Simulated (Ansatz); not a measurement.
Molecule: OsO₃ (charge 0, singlet). SMILES: [O]=[Os](=[O])=[O]
Coordinates optimised at B3LYP-D3(BJ)/def2-TZVP (Ansatz, a quantum-chemistry and plane-wave program):
```xyz
4

Os     0.0000     0.0000     0.0000
O      1.6952    -0.0438     0.0045
O     -0.8096     1.4898    -0.0246
O     -0.8856    -1.4460     0.0201
```

Quantity: atomisation energy (electronic, to ground-state atoms), in kcal/mol. Cores are frozen in the correlated levels unless marked. Open shells are spin-unrestricted. No spin-orbit coupling. Frozen are the shells of the preceding noble gas and the d and f shells that filled before the atom's block. Past Kr the def2 sets carry scalar-relativistic core potentials. The coupled-cluster limit lacks core correlation, which all-electron functionals hold. CBS marks a two-point X^-3 extrapolation of the correlation energy; Hartree-Fock from the larger set. [CCSD(T)-MP2]/basis is that difference in the basis named.

```csv
level,program,atomisation energy (kcal/mol)
BLYP-D3(BJ)/def2-TZVPD,Ansatz + dftd3,442.2
```

**Question.** Estimate the value at RI-MP2/CBS(def2-TZVPPD,def2-QZVPPD)+[CCSD(T)-MP2]/def2-TZVPPD as computed with Ansatz.

**Answer.** 407.2 kcal/mol, so BLYP-D3(BJ)/def2-TZVPD differs from it by 35.0 kcal/mol.
